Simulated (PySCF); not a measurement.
# Electron correlation in Re³⁹⁺ (rhenium, charge +39)

Starting occupation: [Kr]. All numbers are calculated (PySCF 2.14, X2C-1e with screened-nucleus spin-orbit coupling, Gaussian nucleus, in an even-tempered Gaussian basis (19 s from 1.9 bohr⁻², ratio 2.6; 15 p from 2.5 bohr⁻², ratio 2.6; 11 d from 2.5 bohr⁻², ratio 2.6; 5 f from 2.6 bohr⁻², ratio 2.8)). Frozen: [Ar] 3d10; 8 electrons correlated; the 110 highest virtual spinors left out.

MP2 pair energies summed by pair of shells (mhartree):

| pair | energy | share (%) |
| --- | --- | --- |
| 4p3/2-4p3/2 | -122.10 | 38.9 |
| 4p1/2-4p3/2 | -105.42 | 33.6 |
| 4p3/2-4s1/2 | -31.48 | 10.0 |
| 4p1/2-4p1/2 | -27.78 | 8.8 |
| 4p1/2-4s1/2 | -15.92 | 5.1 |
| 4s1/2-4s1/2 | -11.46 | 3.6 |

Total MP2 correlation energy: -314.16 mhartree.

The virtual space was cut to 74 spinors, which keep -310.94 of the -314.16 mhartree of MP2 correlation.

```
  level  correlation energy (mhartree)
   CCSD                        -331.40
    (T)                          -2.29
CCSD(T)                        -333.69
```

Diagnostics: T1 = 0.00018, largest double amplitude 0.035.

Cost of the coupled-cluster step: roughly 90 core-seconds, for 8 occupied and 74 virtual spinors.

Iterations:

```
Init t2, MP2 energy = -0.310940086936482
CCSD nocc = 8, nmo = 82
Init t2, MP2 energy = -0.310940086936482
Init E_corr(GCCSD) = -0.310940086936482
cycle = 1  E_corr(GCCSD) = -0.32914553143064  dE = -0.0182054445  norm(t1,t2) = 0.0092447
cycle = 2  E_corr(GCCSD) = -0.331078819955685  dE = -0.00193328853  norm(t1,t2) = 0.00152208
cycle = 3  E_corr(GCCSD) = -0.331414235318504  dE = -0.000335415363  norm(t1,t2) = 0.00033231
cycle = 4  E_corr(GCCSD) = -0.331401594981646  dE = 1.26403369e-05  norm(t1,t2) = 2.2045e-05
cycle = 5  E_corr(GCCSD) = -0.331401763640574  dE = -1.68658928e-07  norm(t1,t2) = 1.65239e-06
cycle = 6  E_corr(GCCSD) = -0.331401772633003  dE = -8.99242908e-09  norm(t1,t2) = 1.0689e-07
GCCSD converged
E(GCCSD) = -15770.34127983904  E_corr = -0.3314017726330031
```

At this charge the one-electron X2C treatment keeps the bare 1/r₁₂, with no two-electron picture change or Breit term. The effect here is smaller than on the frozen 1s shell.
